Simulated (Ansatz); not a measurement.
The same path of H2O + H3InO2 (9 atoms, charge 0, multiplicity 1) was run twice with different band settings. Lost on the way: O3–H5. Made: O2–H5.

All numbers below come from RKS CAM-B3LYP-D4/def2-SVP in Ansatz.

Relaxed end points:

```xyz
9
Properties=species:S:1:pos:R:3
In 0.967 1.146 1.190
O -0.422 1.130 -0.517
O -0.952 -0.479 1.396
O 0.919 -0.988 -0.512
H -0.510 -1.234 0.970
H 0.366 -0.246 -0.896
H -0.694 1.876 -1.063
H -1.231 0.056 0.611
H 1.557 -1.261 -1.179
```

```xyz
9
Properties=species:S:1:pos:R:3
In 1.169 0.732 1.324
O -0.458 1.084 -0.836
O -0.564 -0.592 1.026
O 1.389 -0.896 -0.587
H -0.877 0.421 -0.211
H 1.005 -0.322 -1.272
H -1.101 1.782 -1.007
H -1.142 -0.974 1.695
H 0.578 -1.235 -0.132
```

Common settings: climbing image yes; spring 5.0 eV/Å²; optimiser quadratic models (default); start path through a guess of the saddle point; force threshold 0.05 eV/Å; iteration limit 60; end points relaxed.

| run | movable images |
| --- | --- |
| 1 | 7 |
| 2 | 1 |

Q: What does each run give, and how far can it be trusted?

A: Run 1: converged after 21 iterations, highest image 0.298 eV above the first end. The profile has 2 maxima (images 3, 7) with wells between them (image 6): this band takes more than one step, which may be the mechanism or a detour left from its start path. A vibrational analysis at the climbing image gives one clearly imaginary mode, 375i cm⁻¹: a first-order saddle point.
Run 2: converged after 34 iterations, highest image 0.174 eV above the first end. The order of the stationary point at the top wasn't checked. A band with more images between the same ends climbed to 0.30 eV, so this one has probably stepped over the top. So few images can step over the top or miss a turn of the path.
The orbitals stay closed-shell, which can raise the energy where a bond breaks towards radicals; this wasn't checked here.
